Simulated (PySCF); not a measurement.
The numbers are results of PBE0-D3(BJ)/def2-TZVP // PBE0-D3(BJ)/def2-SVP run with PySCF, not measurements. All species are isolated molecules in the gas phase. One relaxed conformer stands for a flexible species; it need not be the lowest. Excitations are Tamm–Dancoff values on a coarser integration grid. The basis has no diffuse functions, so Rydberg states are missing or too high.

Reference species (SMILES): `F[SiH2][Si]([SiH3])([SiH3])[SiH3]` (F–Si–Si–Si torsion 180°) (neutral, multiplicity 1).

The S1 excitation (TDA) is 5.76 eV and the HOMO–LUMO gap is 6.97 eV. The HOMO is -8.03 eV. The S1–T1 gap (TDA) is 0.72 eV.

Changed species: `C#C[SiH2][Si]([SiH3])([SiH3])[SiH3]` (one H of a SiH3 unit replaced by ethynyl; the reference has one H of a SiH3 unit replaced by fluoro).

Question: Give the shifts of the S1 excitation (TDA), HOMO–LUMO gap, HOMO and S1–T1 gap (TDA).

Answer: the S1 excitation (TDA) drops by 0.11 eV, to 5.65 eV; the HOMO–LUMO gap goes up by 0.05 eV, to 7.02 eV; the HOMO goes up by 0.37 eV, to -7.66 eV; the S1–T1 gap (TDA) rises by 0.27 eV, to 0.99 eV.
